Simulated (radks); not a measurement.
The numbers below are computed, except where a source is named.
Task: Species: S9+. Configuration: [He] 2s2 2p3. Level of theory: scalar-relativistic Kohn-Sham, PW91, spin-polarised, spherical densities, point nucleus; open shells are filled with parallel spins first (a radial shooting solver on a logarithmic mesh with Libxc functionals). Some entries of the table are withheld. Estimate them.

orbital  occ.  eigenvalue (eV)  <r^2> (bohr^2)  <r> (bohr)
1s up       1        -2722.784         0.01258     0.09671
1s down     1        -2714.663         0.01250     0.09644
2s up       1        -467.0312          0.2264         (1)
2s down     1        -451.3769          0.2327         (2)
2p up       3        -421.6594          0.1845         (3)
2p down     0        -403.7015          0.1919         (4)
3s up       0        -170.7566           1.393       1.108
3s down     0        -166.7369           1.433       1.123
3p up       0        -157.3982           1.381       1.096
3p down     0        -153.1688           1.432       1.115

Result: 
(1) 2s up <r> (bohr): 0.4388
(2) 2s down <r> (bohr): 0.4447
(3) 2p up <r> (bohr): 0.3888
(4) 2p down <r> (bohr): 0.3959
